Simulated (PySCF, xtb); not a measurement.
octafluorocyclopentene (C5F8), SMILES FC1=C(F)C(F)(F)C(F)(F)C1(F)F.

Geometry optimised at B3LYP-D3(BJ)/def2-SVP. One conformer was computed; it need not be the lowest.

Calculation: IEF-PCM-B3LYP/def2-SVP in PySCF.

The values are the electrostatic part of the solvation free energy, E(continuum) − E(gas) at the gas-phase geometry, in a cavity of scaled van der Waals radii (PySCF's table); cavitation and dispersion terms are not included. In vacuum the orbital gap is 7.12 eV. The dipole moment in vacuum is 1.05 D.

Computed values in water (ε = 78.36), chlorobenzene (ε = 5.70), 2-propanol (ε = 19.26):
```csv
solvent,ε,ΔG(elec) (kcal/mol),dipole (D),gap (eV)
water,78.36,-2.3,1.28,7.10
chlorobenzene,5.70,-1.7,1.23,7.11
2-propanol,19.26,-2.1,1.27,7.11
```

For comparison, GFN2-xTB/ALPB(water) (xtb, at the GFN2-xTB geometry, all terms of that model) gives 1.7 kcal/mol.
